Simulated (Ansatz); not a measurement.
The same ligand exchange along the group B, Al, Ga, In.

Gas-phase electronic energies from Ansatz, PBE0-D4/def2-TZVP geometries. CBS: MP2 limit from def2 TZ/QZ plus the TZ coupled-cluster correction, frozen cores. This one scheme is used for every species. Functionals use def2-TZVPP. def2 core potentials past Kr. For Br, Ga, In outer-core shells are correlated without core-valence functions, which leaves a few kJ/mol of doubt a bond. Scalar relativity is left out up to krypton. Each species was taken in one conformer, which may not be the lowest.

| reaction | ωB97M-V (kJ/mol) | HF/CBS(def2) (kJ/mol) | r2SCAN-D4 (kJ/mol) |
| --- | --- | --- | --- |
| `CSB(F)F` + HBr → `FB(F)Br` + CH₃SH | 2 | -5 | 5 |
| `C[S][Al]([F])[F]` + HBr → `[F][Al]([F])[Br]` + CH₃SH | -48 | -63 | -46 |
| `C[S][Ga]([F])[F]` + HBr → `[F][Ga]([F])[Br]` + CH₃SH | -30 | -48 | -27 |
| `C[S][In]([F])[F]` + HBr → `[F][In]([F])[Br]` + CH₃SH | -37 | -59 | -34 |

Q: Give the CCSD(T)/CBS values in the same order. (Estimate.)

A: Computed: 1, -49, -26, -35 kJ/mol.

Largest T1 diagnostic: 0.016, for `C[S][In]([F])[F]`.
